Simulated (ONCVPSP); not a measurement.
**oxygen (O): ONCV pseudisation with PBE, scalar-relativistic reference atom.**

* Element: oxygen
* Generator: ONCVPSP 4.0.1
* Type: optimised norm-conserving Vanderbilt (ONCV)
* Functional: PBE
* Relativity: scalar-relativistic
* Frozen core: [He]
* Valence charge: 6
* Reference configuration: 2s1.5 2p4.5
* Partial waves: 2s: rc 0.60 bohr, ncon 4, nbas 7, qcut 13.7 1/bohr, 2 projectors, debl 1.2 Ha; 2p: rc 1.05 bohr, ncon 4, nbas 8, qcut 7.1 1/bohr, 2 projectors, debl 1.2 Ha; d scattering state at 0.43 Ha: rc 1.00 bohr, ncon 3, nbas 6, qcut 11.4 1/bohr, 1 projector
* Local potential: polynomial inside 0.40 bohr (lpopt 5, dvloc0 2 Ha)
* Core correction: none

(1) Estimate the cutoffs (Ha) at which the residual kinetic energy of the hardest occupied pseudo-wave falls to 1 and 0.1 mHa per electron.

(2) Does the potential have ghost states?

(3) Tests: 2s2 2p4; 2s2 2p3; 2s2 2p2; 2s1 2p4. Which has the largest error in its energy relative to the reference configuration, and how large is it?

Results:

(1) 157 Ha and 323 Ha.

(2) Ghosts flagged at negative energy: s at -428.7 eV; no localised positive-energy state flagged. A true bound ghost makes a file unfit for plane-wave use.

(3) 2s2 2p2, with +156 meV (all-electron minus pseudo) on +42.55 eV.
